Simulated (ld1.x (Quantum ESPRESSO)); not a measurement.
## Co (Z = 27): variants of one ultrasoft potential

Base potential:

ld1.x (Quantum ESPRESSO) 7.5 input, shortened:

```
&input
   title='Co', zed=27., rel=1, dft='PBESOL', iswitch=3,
   config='[Ar] 3d7 4s1.5 4p0.5'
 /
 &inputp
   pseudotype=3, tm=.true., lloc=-1, rcloc=2.60,
   nlcc=.false.
 /
6
4S  1  0   1.50   0.00  1.75  2.15  0.0
4S  1  0   0.00   0.25  1.75  2.15  0.0
4P  2  1   0.50   0.00  2.45  3.00  0.0
4P  2  1   0.00   2.75  2.45  3.00  0.0
3D  3  2   7.00   0.00  1.50  1.95  0.0
3D  3  2   0.00  -0.20  1.50  1.95  0.0
 &test
   configts(1)='3d7 4s1.5 4p0.5'
 /
```

Cutoffs, loose and tight: the cutoffs (Ry, on a coarse ladder) from which the occupation-weighted sum of valence levels, in a spherical-Bessel basis at the reference potential, stays within 10 and 1 mRy of its value at 400 Ry. They do not see the model core or the augmentation charge, which bear on the density cutoff. Test errors are all-electron minus pseudo excitation energies from the reference, over the configurations 3d7 4s2 4p0; 3d7 4s1 4p0; 3d7 4s0 4p0; 3d7 4s1.5 4p0; 3d6 4s0 4p0; 3d7.5 4s1.5 4p0; 3d7 4s0 4p1. A dash means not determined; rows that change the core or the reference have their own tests. The largest error is taken over the tests solved by every variant that gives reliable tests at all: 3d7 4s1 4p0; 3d7 4s1.5 4p0; 3d7 4s2 4p0.

A true bound ghost makes a file unfit for plane-wave use even where its test errors are small: the radial tests pick states by their node count and pass the ghost by.

Cutoffs are not given where the Bessel-basis levels miss the radial ones by over 6 mRy, ghosts where they miss by over 20 mRy; a channel whose overlap is not positive is not tested.

A file whose overlap is not positive is unfit for use, and its test errors describe a broken file.

```csv
change,outcome,"cutoff, loose","cutoff, tight",bound ghosts,largest test error (meV)
base,"generated, overlap not positive",–,–,not determined (overlap not positive),-3.1
core correction a·sin(br)/r model core inside 0.98 bohr,"generated, overlap not positive",–,–,not determined (overlap not positive),-4.8
local potential all-electron potential smoothed inside 1.50 bohr (lloc = -1),"generated, overlap not positive",–,–,not determined (overlap not positive),-3.1
fully relativistic,"generated, overlap not positive",–,–,not determined (overlap not positive),-2.4
functional PBE,"generated, overlap not positive",–,–,not determined (overlap not positive),+2.5
"waves 3d (bound): rcut 1.50, rcutus 2.96 bohr; 3d channel at -0.2 Ry: rcut 1.50, rcutus 2.96 bohr","generated, overlap not positive",–,–,not determined (overlap not positive),-4.5
"waves 4s (bound): rcut 1.75, rcutus 2.44 bohr; 4s channel at 0.25 Ry: rcut 1.75, rcutus 2.44 bohr","generated, overlap not positive",–,–,not determined (overlap not positive),-3.1
reference 3d7 4s1 4p0,generated,–,–,not determined,+12 over the solved tests; test run stopped at test 3 of 7 (negative rho)
```

(1) What comes out with this change to the base: type TM; waves now 4s (bound): rc 2.15 bohr; 3d (bound): rc 1.95 bohr; 4p (bound): rc 3.00 bohr; local potential the p channel?

(2) What comes out with this change to the base: wave 4p channel at 2.75 Ry: rcut 2.45, rcutus 3.00 bohr becomes 4p channel at 0.01 Ry: rcut 2.45, rcutus 3.00 bohr?

Results:

(1) outcome: generated; cutoff, loose: 80 Ry; cutoff, tight: 140 Ry; bound ghosts: s; largest test error (meV): -4.2.

(2) outcome: generated; cutoff, loose: 30 Ry; cutoff, tight: 45 Ry; bound ghosts: none; largest test error (meV): -3.1.
